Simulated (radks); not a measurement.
Values are calculated unless marked as measured or tabulated.
Q: Os LI, 26 electrons, occupied as [Ar] 3d8. Level of theory: scalar-relativistic Kohn-Sham, exchange-only LDA, spin-polarised, spherical densities, point nucleus; open shells are filled with parallel spins first (spin-orbit coupling, left out, can overturn this in heavy ions) (a radial shooting solver on a logarithmic mesh with Libxc functionals). Some entries of the table are withheld. Estimate them.

orbital  occ.  eigenvalue (hartree)  <r^2> (bohr^2)
1s up       1             -2818.715       0.0004336
1s down     1             -2818.703       0.0004336
2s up       1             -576.2445        0.006603
2s down     1             -575.9028        0.006599
2p up       3             -515.6312        0.005487
2p down     3             -515.3498        0.005482
3s up       1                   (1)         0.04046
3s down     1                   (2)         0.04051
3p up       3             -188.1072         0.04058
3p down     3             -187.7297         0.04065
3d up       5             -169.5443         0.03269
3d down     3             -169.0853         0.03277

A: 
(1) 3s up eigenvalue (hartree): -206.0191
(2) 3s down eigenvalue (hartree): -205.6410
